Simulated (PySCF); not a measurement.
## SMILES C=C(C(=O)Br)C(F)(F)F, C$_{4}$H$_{2}$BrF$_{3}$O

Geometry:
```csv
atom,x (Å),y (Å),z (Å)
C1,0.621,1.313,-0.312
C2,0.156,0.097,-0.046
C3,0.934,-1.155,-0.008
O4,0.534,-2.241,0.225
Br5,2.833,-0.921,-0.395
C6,-1.314,-0.134,0.263
F7,-2.016,1.005,0.219
F8,-1.491,-0.648,1.484
F9,-1.882,-0.969,-0.611
H10,-0.032,2.170,-0.314
H11,1.662,1.484,-0.532
```

Computed with GIAO HF/pcSseg-1 magnetisability, rotational g tensor and spin-rotation constants, non-relativistic, gas phase in PySCF. Geometry: GFN2-xTB.

The calculation is non-relativistic, which matters for the atoms heavier than Zn.

Question: Give the nuclear spin-rotation constants along the inertial axes (H = +C I·J) beside the isotropic shieldings.

Answer: Rotational constants 2.6516, 0.5869, 0.5246 GHz. A star marks the isotopologue with that one atom substituted, in its own axes.
| atom | isotope | Caa (kHz) | Cbb (kHz) | Ccc (kHz) | mean (kHz) | σ (ppm) |
| --- | --- | --- | --- | --- | --- | --- |
| Br5 | 79Br | 0.940 | 1.709 | 1.152 | 1.267 | 1931.0 |
| F7 | 19F | 2.558 | 0.606 | 0.480 | 1.214 | 301.3 |
| F8 | 19F | 3.597 | 0.551 | 0.444 | 1.531 | 288.0 |
| F9 | 19F | 3.599 | 0.549 | 0.445 | 1.531 | 288.2 |
| H10 | 1H | 0.018 | 0.000 | -0.063 | -0.015 | 24.4 |
| H11 | 1H | 0.203 | -0.039 | -0.062 | 0.034 | 24.1 |
| C1 | 13C* | 1.381 | 0.226 | 0.057 | 0.555 | 36.9 |
| C2 | 13C* | 1.272 | 0.175 | 0.085 | 0.511 | 54.9 |
| C3 | 13C* | 1.476 | 0.159 | 0.139 | 0.591 | 19.9 |
| O4 | 17O* | -1.707 | -0.611 | -0.043 | -0.787 | -321.9 |
| C6 | 13C* | 0.722 | 0.154 | 0.140 | 0.339 | 80.6 |

For the geometry as given, no vibrational averaging.
